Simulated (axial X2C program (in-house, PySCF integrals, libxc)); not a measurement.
# Spin–orbit effects down a group: molecules with P, HF

Computed with an axial X2C code built on PySCF integrals, spin-free (one-electron X2C) or two-component (2c: spin–orbit coupling with atomic mean-field Coulomb and Gaunt terms, which also bring small scalar terms), in Dyall basis sets with cores contracted in-house; open shells are unrestricted.

Basis sets: Cs dyall-cv3z, H dyall-v3z, Li dyall-cv3z, Na dyall-cv3z, P dyall-v3z.

| molecule | spin-free state | Re (Å) | ωe (cm⁻¹) | De (eV) | 2c state | Re 2c (Å) | ωe 2c (cm⁻¹) | De 2c (eV) |
| --- | --- | --- | --- | --- | --- | --- | --- | --- |
| PH | M_S = 1, Λ = 0 | 1.414 | 2488.5 | 2.21 | Ω = 1 | 1.415 | 2487.9 | 2.21 |
| LiP | M_S = 1, Λ = 0 | 2.347 | 493.7 | 0.73 | Ω = 1 | 2.347 | 493.6 | 0.73 |
| NaP | M_S = 1, Λ = 0 | 2.692 | 273.7 | 0.29 | Ω = 1 | 2.692 | 273.5 | 0.29 |
| CsP | M_S = 1, Λ = 0 | 3.403 | 158.1 | 0.36 | Ω = 1 | 3.402 | 158.2 | 0.36 |

Each entry is the lowest single determinant of a limited PBE0 search at one distance. De goes to single-determinant-based atoms at the same level (for ions the charge split of lowest energy) and is withheld (n/a) where an atom does not fit its ground term or J level. Main or longest-lived isotopes. One determinant is a doubtful description, or other states lie close, for PH, LiP, NaP, CsP; these need not be ground states, and all values refer to the states named. Some open-shell Ω = 0 determinants are out of reach, so the Ω given for PH, LiP, NaP, CsP need not be the lowest component. With several unpaired electrons the Ω given is that of one determinant, not necessarily of the lowest component.
